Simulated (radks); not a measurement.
The numbers below are computed, except where a source is named.
Mn4+, configuration [Ar] 3d3.

Code: a radial shooting solver on a logarithmic mesh with Libxc functionals. Model: scalar-relativistic Kohn-Sham, LDA (Slater exchange, Perdew-Wang correlation), spin-polarised, spherical densities, point nucleus; open shells are filled with parallel spins first.

Energy parts (eV):
part                      energy
total                 -31354.482
kinetic                31689.716
electron-nucleus      -73692.638
Hartree                11958.897
exchange-correlation   -1310.457

Orbitals (lengths in bohr, moments of r in powers of bohr; r(max) is where P^2 peaks):
\begin{tabular}{lrrrr}
orbital & occ. & eigenvalue (eV) & <1/r> & r(max) \\ \hline
1s up & 1 & -6473.441 & 24.88 & 0.03995 \\
1s down & 1 & -6473.433 & 24.88 & 0.03995 \\
2s up & 1 & -802.9508 & 5.288 & 0.2331 \\
2s down & 1 & -801.1459 & 5.296 & 0.2329 \\
2p up & 3 & -690.2255 & 5.194 & 0.1885 \\
2p down & 3 & -688.8281 & 5.201 & 0.1883 \\
3s up & 1 & -143.5785 & 1.700 & 0.7300 \\
3s down & 1 & -139.8363 & 1.692 & 0.7311 \\
3p up & 3 & -112.0679 & 1.580 & 0.7407 \\
3p down & 3 & -108.4137 & 1.570 & 0.7423 \\
3d up & 3 & -62.4574 & 1.319 & 0.7111 \\
3d down & 0 & -58.9165 & 1.302 & 0.7175 \\
\end{tabular}

The highest occupied level is 3d up at -62.457 eV. Spin moment in Bohr magnetons: 3. Summed over all electrons, <r^2> = 10.98 bohr^2, which gives a Langevin (diamagnetic) susceptibility term of -8.69 x 10^-6 cm^3/mol. For comparison, the ionisation energy in NIST's Atomic Spectra Database is 72.4 eV (semi-empirical). In exact Kohn-Sham theory the highest level is minus the ionisation energy, but local and semilocal functionals leave it too shallow, through self-interaction and a potential that decays too fast; potentials with the right tail come closer. The density falls to 0.001 e/bohr^3 at r = 2.51 bohr.
